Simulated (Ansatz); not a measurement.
```xyz
3

H     0.0167   -0.0469   -1.3340
Be    0.0020    0.0104   -0.0489
H    -0.0145    0.0393    1.3664
```

Basis set: def2-TZVP (spherical functions). All electrons are correlated. Charge 0, multiplicity 1.

Computed with Ansatz (development build ahead of 0.2.0); each method stands on the lowest determinant of its kind that the runs found. Restricted open shells among the atoms or ions are ROHF, correlated in semicanonical orbitals with singles.

The atomization energy at this shape (free ground-state atoms in the same class of orbitals less the molecule, no zero-point energy) of singlet BeH2:

| method | atomization energy |
| --- | --- |
| RHF | 122.23 kcal/mol |

(1) What does RHF-MP2 give?

Results:

(1) 137.85 kcal/mol.
